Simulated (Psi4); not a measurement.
Psi4 input (wB97X-D/6-31G*):

```
memory 1500 MB

molecule {
0 1
Be    0.00000000    0.00000000    0.00000000
F    -0.00000000   -0.00000000   -1.38116800
F     0.00000000    0.00000000    1.38116800
symmetry c1
no_reorient
no_com
}

set {
  basis 6-31G*
  reference rks
  scf_type pk
  dft_radial_points 99
  dft_spherical_points 590
  e_convergence 1e-8
  d_convergence 1e-7
  maxiter 150
}

e = energy('wb97x-d')
print_out(f'\nFINAL {e:.10f} DIPOLE {variable("CURRENT DIPOLE")[0]:.6f} {variable("CURRENT DIPOLE")[1]:.6f} {variable("CURRENT DIPOLE")[2]:.6f}\n')
```

From the output:

```
    One-Electron Energy =                -385.0038286015579843
    Two-Electron Energy =                 144.2676217128780820
    DFT Exchange-Correlation Energy =     -16.8959232904267296
    Empirical Dispersion Energy =          -0.0001866400537480
    VV10 Nonlocal Energy =                  0.0000000000000000
    Total Energy =                       -214.5293516473818727

Computation Completed

Properties will be evaluated at   0.000000,   0.000000,   0.000000 [a0]

Properties computed using the SCF density matrix

 Multipole Moments:

 ------------------------------------------------------------------------------------
     Multipole            Electronic (a.u.)      Nuclear  (a.u.)        Total (a.u.)
 ------------------------------------------------------------------------------------

 L = 1.  Multiply by 2.5417464519 to convert [e a0] to [Debye]
 Dipole X            :         -0.0000000            0.0000000           -0.0000000
 Dipole Y            :         -0.0000000            0.0000000           -0.0000000
 Dipole Z            :         -0.0000000            0.0000000           -0.0000000
 Magnitude           :                                                    0.0000000

 ------------------------------------------------------------------------------------

FINAL -214.5293516474 DIPOLE -0.000000 -0.000000 -0.000000

*** Psi4 exiting successfully. Buy a developer a beer!
```

The geometry given is a B3LYP-D3(BJ)/def2-TZVP minimum.
